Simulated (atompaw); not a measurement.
**What one change does to a pseudopotential (praseodymium (Pr), PAW (atompaw))**

Pr, PAW, made with atompaw 4.2.0.5 (PBE, scalar-relativistic). Core [Kr] 4d10 5s2, reference 4f3 5p6 5d0 6s1.5 6p0 (charge +0.5). Waves: 6s (bound); 6s channel at 0.3 Ry; 5p (bound); 6p (bound, empty); 5d (bound, empty); 5d channel at 0.35 Ry; 4f (bound); 4f channel at 3.35 Ry. Local part: troulliermartins scheme with l = 4 at -0.5 Ry, radius 2.10 bohr. Core correction: smooth core density matched at 2.55 bohr. Augmentation charge: sinc compensation charge, radius 2.65 bohr; PAW radius 3.00 bohr; waves and projectors: bloechl.

Change: wave 4f channel at 3.35 Ry becomes 4f channel at 0.97 Ry.

Cutoffs: the cutoffs (Ry, on a coarse ladder) from which the occupation-weighted sum of valence levels, in a spherical-Bessel basis at the reference potential, stays within 10 and 1 mRy of its value at 400 Ry; they do not see the model core or the augmentation charge, which bear on the density cutoff.

Question: What does the change do?

Answer: The potential gets neither clearly harder nor softer (40 Ry and 55 Ry → 40 Ry and 55 Ry); both files keep a bound ghost (s); the range in which the f phases agree widens (upper end 0.8 → 3.9).

```tsv
quantity	base	changed
cutoff, loose	40 Ry	40 Ry
cutoff, tight	55 Ry	55 Ry
loose cutoff by channel (10 mRy a level)	s 8 Ry, p 25 Ry, f 35 Ry	s 8 Ry, p 25 Ry, f 30 Ry
bound ghosts	s	s
s: phases at 3.02 bohr within 0.05 rad from the reference energy up to (Ry; the scan ends near 5)	5.0	5.0
p: phases at 3.02 bohr within 0.05 rad from the reference energy up to (Ry; the scan ends near 5)	0.9	0.9
d: phases at 3.02 bohr within 0.05 rad from the reference energy up to (Ry; the scan ends near 5)	0.8	0.8
f: phases at 3.02 bohr within 0.05 rad from the reference energy up to (Ry; the scan ends near 5)	0.8	3.9
lowest overlap eigenvalue by channel	s 0.00, p 0.40, d 0.02, f 0.77	s 0.00, p 0.40, d 0.02, f 1.00
```

 A true bound ghost makes a file unfit for plane-wave use even where its test errors are small: the radial tests pick states by their node count and pass the ghost by. The cutoffs see the waves, projectors and local potential, not the compensation charge or the core.
